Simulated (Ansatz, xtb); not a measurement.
# AlClH5NSi: which of two isomers lies lower

Structure a: `[AlH2][NH][SiH2]Cl`, a singlet. Structure b: `[SiH3][NH][AlH][Cl]`, a singlet. Both are isolated molecules in the gas phase, relaxed with PBE0-D3(BJ)/def2-SVP; the shapes shown needn't be the lowest conformers.

a (Å):

```xyz
9

Al   -2.7648    0.1943    1.3706
Cl    1.0924   -0.2615    3.5812
N    -1.1141    0.8635    1.6166
Si    0.3990    0.0356    1.6423
H    -3.9817    1.2036    1.4762
H    -2.8828   -1.3503    1.0449
H    -1.0502    1.8556    1.8420
H     0.2066   -1.3039    1.0274
H     1.4603    0.8163    0.9488
```

b (Å):

| atom | x (Å) | y (Å) | z (Å) |
| --- | --- | --- | --- |
| Al | -0.7274 | 0.1112 | 0.9882 |
| Cl | 0.2865 | 1.2647 | 2.4241 |
| N | 0.1883 | -1.1101 | 0.0743 |
| Si | 1.8692 | -1.5848 | 0.1243 |
| H | 2.5389 | -1.3838 | -1.1998 |
| H | 2.0234 | -3.0304 | 0.4830 |
| H | 2.5484 | -0.7470 | 1.1526 |
| H | -0.3636 | -1.6329 | -0.6052 |
| H | -2.2647 | 0.3289 | 0.7319 |

**Question.** Estimate which is lower in electronic energy at CCSD(T)/def2-SVP + ΔMP2/def2-TZVPP, and by roughly how much.

**Answer.** The CCSD(T)/def2-SVP + ΔMP2/def2-TZVPP calculation puts structure b lower, by 13.8 kcal/mol.

Level by level:

```json
{"level": "GFN2-xTB", "geometry": "GFN2-xTB", "E(b) − E(a) (kcal/mol)": "−17.5", "departure from the last row (kcal/mol)": "−3.8", "job, with rough time for the two": "optimisation, 0.45 s"}
{"level": "HF/STO-3G", "geometry": "GFN2-xTB", "E(b) − E(a) (kcal/mol)": "−25.8", "departure from the last row (kcal/mol)": "−12.0", "job, with rough time for the two": "single point, 0.4 s"}
{"level": "r2SCAN-D4/def2-SVP", "geometry": "GFN2-xTB", "E(b) − E(a) (kcal/mol)": "−16.2", "departure from the last row (kcal/mol)": "−2.4", "job, with rough time for the two": "single point, 5.4 s"}
{"level": "PBE0-D3(BJ)/def2-SVP", "geometry": "PBE0-D3(BJ)/def2-SVP", "E(b) − E(a) (kcal/mol)": "−14.5", "departure from the last row (kcal/mol)": "−0.7", "job, with rough time for the two": "optimisation, 65 s"}
{"level": "HF/def2-SVP", "geometry": "PBE0-D3(BJ)/def2-SVP", "E(b) − E(a) (kcal/mol)": "−15.8", "departure from the last row (kcal/mol)": "−2.1", "job, with rough time for the two": "part of the CCSD(T) run"}
{"level": "MP2/def2-SVP", "geometry": "PBE0-D3(BJ)/def2-SVP", "E(b) − E(a) (kcal/mol)": "−15.6", "departure from the last row (kcal/mol)": "−1.9", "job, with rough time for the two": "part of the CCSD(T) run"}
{"level": "CCSD(T)/def2-SVP", "geometry": "PBE0-D3(BJ)/def2-SVP", "E(b) − E(a) (kcal/mol)": "−15.7", "departure from the last row (kcal/mol)": "−1.9", "job, with rough time for the two": "single point"}
{"level": "CCSD(T)/def2-SVP + ΔMP2/def2-TZVPP", "geometry": "PBE0-D3(BJ)/def2-SVP", "E(b) − E(a) (kcal/mol)": "−13.8", "departure from the last row (kcal/mol)": "", "job, with rough time for the two": "single point, 24 s"}
```

As drawn, b has 1 Al–Cl, 1 Si–H in place of 1 Cl–Si, 1 Al–H.

The levels shown agree on the order. The largest departure from CCSD(T)/def2-SVP + ΔMP2/def2-TZVPP is that of HF/STO-3G, 12.0 kcal/mol. The last row adds to CCSD(T) the change of the MP2 difference between the two basis sets, here +1.9 kcal/mol.

With harmonic frequencies from PBE0-D3(BJ)/def2-SVP (ideal gas, rigid rotor, one conformer each, 298.15 K, 1 atm): on the last row, ΔE + ΔZPE = −13.3 kcal/mol. A mode under 50 cm⁻¹ makes harmonic enthalpies and free energies unreliable, so none is given.

The correlated steps freeze 16 core orbitals. Run with Ansatz 0.2.0, xtb 6.7.1; the last row on 1 thread of Arm Neoverse V2 on a shared host.
